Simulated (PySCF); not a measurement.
PySCF input for F₂Ge, SMILES [F][Ge][F] (connectivity only; charge and spin as stated), charge -1, multiplicity 2, B3LYP-D3(BJ)/def2-SVPD. Geometry: B3LYP-D3(BJ)/def2-SVPD. The multiplicity is an assumed one; other spin states were not compared. The isomer is the one that the SMILES or the coordinates give; other isomers of the formula were not compared.

```python
import numpy as np
from pyscf import gto, scf, dft, df
from pyscf.hessian import thermo

mol = gto.M(
    atom='''
    Ge    0.00000000   -0.00000000    0.45566466
    F     0.00000000   -1.39652817   -0.81007051
    F     0.00000000    1.39652818   -0.81007051
    ''',
    basis='def2-SVPD',
    charge=-1,
    spin=1,
    max_memory=1600,
    verbose=3,
)
mf = dft.UKS(mol, xc='b3lyp').density_fit(auxbasis='def2-universal-jkfit')
mf.disp = 'd3bj'
mf.grids.level = 3
mf.conv_tol = 1e-11
mf.max_cycle = 100
mf.kernel()
fine, coarse = mf.grids, dft.Grids(mol).set(level=1).build(with_non0tab=True)
for _ in range(3):  # follow internal instabilities
    mf.grids = coarse
    mo, _, stable, _ = mf.stability(return_status=True, nroots=4)
    mf.grids = fine
    if stable:
        break
    mf.kernel(mf.make_rdm1(mo, mf.mo_occ))

# [left out here: the lines that compute and print the analytic Hessian (its translational invariance restored by hand, since the grid's response is missing), thermochemistry and intensities]
```

Program output:

```

WARN: HOMO -0.10364564828006 >= LUMO -0.103645648280061

converged SCF energy = -2276.44693089756  <S^2> = 0.75339121  2S+1 = 2.0033883
<class 'pyscf.df.df_jk.DFUKS'> wavefunction is stable in the internal stability analysis

WARN: DFTD3 does not support analytical Hessian, using finite difference


WARN: Mole.unit (angstrom) is changed to Bohr

Mode                                 0                   1                   2
Irrep
Freq [cm^-1]                      201.6939            471.7918            506.9759
Reduced mass [au]                  20.9377             22.7462             22.6442
Force const [Dyne/A]                0.5018              2.9830              3.4291
Char temp [K]                     290.1926            678.8033            729.4254
Normal mode                   x     y     z       x     y     z       x     y     z
       0  Ge                -0.00  0.00 -0.04    0.00  0.06  0.00    0.00  0.00 -0.05
       1   F                 0.00 -0.13  0.08   -0.00 -0.11 -0.10   -0.00  0.10  0.10
       2   F                 0.00  0.13  0.08    0.00 -0.11  0.10    0.00 -0.10  0.10
temperature 298.1500 [K]
pressure 101325.00 [Pa]
Rotational constants [GHz] 12.64529 6.81979 4.43040
Symmetry number 2
Zero-point energy (ZPE) 0.00269 [Eh]   7060.728 [J/mol]
                           tot       elec      trans        rot        vib
Entropy [J/mol/K]       283.491      5.763    167.440     95.682     14.607
Cv [J/mol/K]             43.289      0.000     12.472     12.472     18.345
Cp [J/mol/K]             51.603      0.000     20.786     12.472     18.345
Internal energy [J/mol]                      3718.434   3718.434   9746.350
Internal energy [Eh]   -2276.44039  -2276.44693
Enthalpy [J/mol]                             6197.391   3718.434   9746.350
Enthalpy [Eh]          -2276.43944
Gibbs free energy [J/mol]                  -43724.732 -24809.093   5391.411
Gibbs free energy [Eh] -2276.47164
mode   freq/cm-1   IR/(km/mol)
   1      201.69         2.343
   2      471.79       142.048
   3      506.98       129.051
max |gradient| / (hartree/bohr): 0.0001691443352042818
APT charges: [ 0.5242 -0.7621 -0.7621]
```

The run converged.

Cost: very roughly 50 core-seconds.
